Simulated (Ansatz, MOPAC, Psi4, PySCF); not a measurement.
Reaction (SMILES): OCCC(C)[CH2] → C([C@@H](O)[CH2])CC

Wanted: isomerisation energy (enthalpy at 298 K), in kcal/mol. Terms: 6-31G* and kin with 6d, 5d where marked; non-relativistic; dispersion terms only where a functional's name holds one; LANL2DZ all-electron up to Ne; spin-orbit terms left out; 6-311+G** with 5d; PM7 with its own dispersion and hydrogen-bond terms; UHF or UKS for open shells; valence correlation only. CBS marks a two-point X^-3 extrapolation of the correlation energy; Hartree-Fock from the larger set. The bracket is a focal-point correction in the basis named. First-principles rows: single points at B3LYP-D3(BJ) geometries (Ansatz, a first-principles code), with unscaled harmonic terms from B3LYP/6-31G* (Ansatz) at its own minima. Semi-empirical rows: MOPAC heats of formation at their own minima for 298 K.

Coupled cluster (Ansatz) is a level with limits of its own, used here on species with T1 under 0.025 (0.045 for open shells) and stable references: RI-MP2/CBS(cc-pVTZ,cc-pVQZ)+[CCSD(T)-MP2]/cc-pVTZ.

Value to compare with, RI-MP2/CBS(cc-pVTZ,cc-pVQZ)+[CCSD(T)-MP2]/cc-pVTZ (Ansatz): -2.9 kcal/mol.

```json
[
 {"level": "AM1", "program": "MOPAC", "isomerisation energy (enthalpy at 298 K) (kcal/mol)": "0.1", "difference": "3.0"},
 {"level": "PM7", "program": "MOPAC", "isomerisation energy (enthalpy at 298 K) (kcal/mol)": "-2.9", "difference": "0.0"},
 {"level": "MNDO", "program": "MOPAC", "isomerisation energy (enthalpy at 298 K) (kcal/mol)": "-1.8", "difference": "1.1"},
 {"level": "HF/LANL2DZ", "program": "Ansatz", "isomerisation energy (enthalpy at 298 K) (kcal/mol)": "-3.7", "difference": "-0.8"},
 {"level": "SVWN5/6-31G*", "program": "Ansatz", "isomerisation energy (enthalpy at 298 K) (kcal/mol)": "-4.8", "difference": "-1.9"},
 {"level": "PBE/STO-3G", "program": "Ansatz", "isomerisation energy (enthalpy at 298 K) (kcal/mol)": "-5.0", "difference": "-2.1"},
 {"level": "PBE/6-31G*", "program": "Ansatz", "isomerisation energy (enthalpy at 298 K) (kcal/mol)": "-4.8", "difference": "-1.9"},
 {"level": "PBE/def2-SVP", "program": "Ansatz", "isomerisation energy (enthalpy at 298 K) (kcal/mol)": "-4.7", "difference": "-1.8"},
 {"level": "B3LYP/6-31G*", "program": "Ansatz", "isomerisation energy (enthalpy at 298 K) (kcal/mol)": "-4.5", "difference": "-1.6"},
 {"level": "B3LYP/6-31G**", "program": "Ansatz", "isomerisation energy (enthalpy at 298 K) (kcal/mol)": "-4.5", "difference": "-1.6"},
 {"level": "wB97X-D/6-311+G**", "program": "Psi4", "isomerisation energy (enthalpy at 298 K) (kcal/mol)": "-2.8", "difference": "0.1"},
 {"level": "MP2/STO-3G", "program": "Ansatz", "isomerisation energy (enthalpy at 298 K) (kcal/mol)": "-3.4", "difference": "-0.5"},
 {"level": "B3PW91/6-31G* (5d)", "program": "PySCF", "isomerisation energy (enthalpy at 298 K) (kcal/mol)": "-4.4", "difference": "-1.5"},
 {"level": "wB97M-V/def2-TZVPD", "program": "Ansatz", "isomerisation energy (enthalpy at 298 K) (kcal/mol)": "-3.0", "difference": "-0.1"},
 {"level": "B2PLYP-D3(BJ)/def2-TZVPD", "program": "Ansatz + dftd3", "isomerisation energy (enthalpy at 298 K) (kcal/mol)": "-3.0", "difference": "-0.1"}
]
```

Among the 13 habitual levels, AM1 lies farthest from RI-MP2/CBS(cc-pVTZ,cc-pVQZ)+[CCSD(T)-MP2]/cc-pVTZ (Ansatz) (3.0 kcal/mol); 3 of 13 lie above it, and their mean absolute difference is 1.4 kcal/mol, the median 1.6. One case shows no general order.

The levels are drawn from those run, B3LYP/6-31G* more often than the rest, none by its result; left out are runs that failed, that the program found above a lower state of the same kind, or whose <S^2> lies over 0.5 above the pure value.
